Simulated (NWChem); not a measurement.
System: GaHOF$_{2}$; SMILES [F][Ga]([OH])[F]

```xyz
5

Ga    -0.0005     0.0058     0.0000
F     -1.6282    -0.6079     0.0000
F      0.1999     1.7254     0.0000
O      1.3910    -1.0698     0.0000
H      1.1429    -2.0017     0.0000
```
Atoms are numbered in this order, from 1.

Program: NWChem. Geometry: optimised at PBE0/def2-SVP. Vzz is the largest principal value of the second derivative of the potential at the nucleus (NWChem prints the opposite sign); η is the asymmetry. Non-relativistic.

For level PBE0/cc-pVTZ:

| Item | Value |
|---|---|
| Vzz Ga1 (a.u.) | 2.354 |
| Vzz O4 (a.u.) | 1.257 |

### Question
Estimate the same quantities for level PBE0/def2-SVP.

### Answer
* **Vzz Ga1 (a.u.)**: 1.678
* **Vzz O4 (a.u.)**: 1.294
